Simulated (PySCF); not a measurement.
NICS in one family of compounds.

Probes without a nucleus sit at each ring's centroid and 1 Å off its mean plane on both sides; NICS is minus the shielding there, NICSzz its component along the normal. Level: GIAO PBE0/pcSseg-1 (PySCF, non-relativistic, gas phase) on the GFN2-xTB geometries, one conformer each. Atom numbers follow the mapped SMILES.

Question: Order these rings by mean NICS(1)zz, lowest (most negative) first (ppm).
A. ring C3–P4–C5–C6–S8 in `[CH3:1][CH2:2][c:3]1[p:4][cH:5][c:6]([CH3:7])[s:8]1`
B. ring C5–C6–P7–C8–S9 in `[CH3:1][C:2]([CH3:3])([CH3:4])[c:5]1[cH:6][p:7][cH:8][s:9]1`
C. ring C4–C5–P6–C7–S8 in `[CH3:1][C:2](=[O:3])[c:4]1[cH:5][p:6][cH:7][s:8]1`
D. ring C2–C3–P4–C5–S6 in `[F:1][c:2]1[cH:3][p:4][cH:5][s:6]1`

Answer: C (-26.0), B (-24.5), D (-23.0), A (-21.2).

| SMILES | ring | NICS(0) | NICS(1) | NICS(1)zz | HOMA | rms pucker (Å) | ring atoms with four or more neighbours |
| --- | --- | --- | --- | --- | --- | --- | --- |
| CC(=O)c1cpcs1 | 5-membered ring with P and S; formal bonds all aromatic | -11.0 | -11.6 | -26.0 | 0.83 | 0.00 | 0 |
| CC(C)(C)c1cpcs1 | 5-membered ring with P and S; formal bonds all aromatic | -10.9 | -10.9 | -24.5 | 0.75 | 0.00 | 0 |
| Fc1cpcs1 | 5-membered ring with P and S; formal bonds all aromatic | -11.8 | -10.4 | -23.0 | 0.74 | 0.00 | 0 |
| CCc1pcc(C)s1 | 5-membered ring with P and S; formal bonds all aromatic | -9.8 | -9.9 | -21.2 | 0.71 | 0.00 | 0 |

NICS(0) gives another order. The isotropic NICS(1) gives the same order. Over the 4 rings with a HOMA value its correlation coefficient with NICS(1)zz is -0.92. HOMA uses Krygowski's 1993 parameters. NICS(1) and NICS(1)zz are means over the two faces.
